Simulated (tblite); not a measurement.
Compound: C4H8FN2Si (doublet state).
Atom-mapped SMILES: `[N:1]=[CH:2][C@@:3]1([F:4])[CH2:5][CH2:6][Si@@H:7]1[NH2:8]` (hydrogens: H9 on C2; H10, H11 on C5; H12, H13 on C6; H14 on Si7; H15, H16 on N8)
Bond orders are those of one Lewis drawing.

Computed with GFN2-xTB (tblite), gas phase: L-BFGS steps from a force-field or distance-geometry start until the largest atomic force falls under 0.01 eV/Å.

Step 33: E = -675.9328 eV
```
atom  x, y, z in Å  |  force x, y, z in eV/Å
N1     -1.3785    1.6598   -1.8483    0.025   0.000   0.022
C2     -0.8188    1.8469   -0.7806    0.024   0.008  -0.023
C3     -0.4085    0.8014    0.2166   -0.010   0.000  -0.016
F4     -0.2295    1.4036    1.4548   -0.003  -0.018   0.020
C5     -1.3380   -0.4192    0.2991    0.013   0.023  -0.001
C6     -0.4465   -1.4820   -0.3722   -0.002   0.020   0.006
Si7     1.0771   -0.3165   -0.3715    0.014  -0.021  -0.007
N8      2.2478   -0.2814    0.8755   -0.017  -0.005  -0.016
H9     -0.5070    2.8431   -0.4343   -0.028  -0.004  -0.011
H10    -1.5315   -0.6502    1.3455   -0.027  -0.001   0.017
H11    -2.2851   -0.2559   -0.2114   -0.011  -0.004   0.001
H12    -0.3943   -2.4148    0.1841    0.011  -0.006   0.023
H13    -0.8026   -1.7166   -1.3717   -0.022  -0.028  -0.024
H14     1.7375   -0.0489   -1.6356   -0.005   0.046  -0.035
H15     1.9687   -0.1548    1.8354    0.019   0.008   0.021
H16     3.1018   -0.8056    0.8033    0.021  -0.018   0.023
```

Step 34: E = -675.9331 eV
```
atom  x, y, z in Å  |  force x, y, z in eV/Å
N1     -1.3767    1.6584   -1.8485    0.011  -0.002  -0.004
C2     -0.8188    1.8463   -0.7804    0.031   0.009  -0.008
C3     -0.4083    0.8016    0.2168   -0.004   0.005   0.001
F4     -0.2293    1.4027    1.4556   -0.002  -0.011   0.017
C5     -1.3384   -0.4177    0.2993    0.006  -0.002  -0.004
C6     -0.4471   -1.4799   -0.3718    0.014  -0.018  -0.012
Si7     1.0776   -0.3158   -0.3718    0.009  -0.020  -0.014
N8      2.2487   -0.2822    0.8748   -0.015  -0.007  -0.003
H9     -0.5090    2.8423   -0.4336   -0.023   0.014  -0.006
H10    -1.5320   -0.6503    1.3457   -0.032   0.008   0.003
H11    -2.2845   -0.2561   -0.2137   -0.012   0.005   0.015
H12    -0.3929   -2.4123    0.1851    0.008  -0.007   0.027
H13    -0.8032   -1.7182   -1.3710   -0.019  -0.015  -0.012
H14     1.7357   -0.0472   -1.6372   -0.005   0.045  -0.030
H15     1.9682   -0.1548    1.8345    0.023   0.008   0.011
H16     3.1023   -0.8080    0.8049    0.010  -0.012   0.018
```

Step 35: E = -675.9334 eV
```
atom  x, y, z in Å  |  force x, y, z in eV/Å
N1     -1.3752    1.6575   -1.8488    0.002  -0.005  -0.027
C2     -0.8181    1.8460   -0.7806    0.029   0.006   0.007
C3     -0.4082    0.8017    0.2167    0.008   0.005   0.016
F4     -0.2292    1.4016    1.4564   -0.002  -0.005   0.010
C5     -1.3387   -0.4166    0.2994   -0.003  -0.024  -0.006
C6     -0.4476   -1.4786   -0.3719    0.020  -0.048  -0.022
Si7     1.0783   -0.3160   -0.3725    0.003  -0.010  -0.019
N8      2.2495   -0.2832    0.8744   -0.005  -0.015   0.008
H9     -0.5107    2.8418   -0.4332   -0.015   0.031  -0.001
H10    -1.5327   -0.6503    1.3460   -0.031   0.017  -0.014
H11    -2.2845   -0.2564   -0.2151   -0.008   0.012   0.025
H12    -0.3920   -2.4103    0.1863    0.006  -0.005   0.026
H13    -0.8046   -1.7200   -1.3707   -0.012  -0.003   0.004
H14     1.7343   -0.0442   -1.6389   -0.008   0.041  -0.019
H15     1.9686   -0.1544    1.8341    0.023   0.008   0.001
H16     3.1034   -0.8097    0.8070   -0.007  -0.004   0.011
```

Q: Estimate the geometry and energy of step 36. (The exact step hangs on the optimiser's Hessian estimate; all steps are aligned on step 35, rigid shifts and turns removed.)

A: E = -675.9338 eV, largest force 0.070 eV/Å
```
atom  x, y, z in Å  |  force x, y, z in eV/Å
N1     -1.3730    1.6562   -1.8493    0.001  -0.007  -0.039
C2     -0.8168    1.8455   -0.7809    0.017   0.002   0.020
C3     -0.4079    0.8017    0.2170    0.021  -0.002   0.025
F4     -0.2293    1.4005    1.4576    0.000   0.000  -0.001
C5     -1.3389   -0.4156    0.2993   -0.010  -0.042  -0.008
C6     -0.4480   -1.4779   -0.3723    0.017  -0.064  -0.023
Si7     1.0792   -0.3165   -0.3736   -0.004   0.005  -0.021
N8      2.2503   -0.2848    0.8737    0.002  -0.021   0.018
H9     -0.5131    2.8416   -0.4326   -0.007   0.044   0.002
H10    -1.5344   -0.6501    1.3460   -0.024   0.022  -0.030
H11    -2.2846   -0.2562   -0.2162   -0.001   0.018   0.030
H12    -0.3910   -2.4083    0.1885    0.005  -0.003   0.019
H13    -0.8065   -1.7223   -1.3703   -0.003   0.004   0.021
H14     1.7323   -0.0395   -1.6414   -0.012   0.033  -0.002
H15     1.9695   -0.1537    1.8334    0.018   0.010  -0.011
H16     3.1046   -0.8117    0.8098   -0.022   0.002   0.000
```

The energy changes by -0.0004 eV. The first-order estimate −F·Δx gives -0.0005 eV and the mean of the old and new forces, exact on a quadratic surface, -0.0004 eV. The step makes an angle of 63° with the force vector and moves no atom by more than 0.006 Å.

What follows is the cost of the whole relaxation. On Intel Xeon Platinum 8488C, one thread, shared host with 96 logical CPUs at a one-minute load of 29, this took 0.93 s.
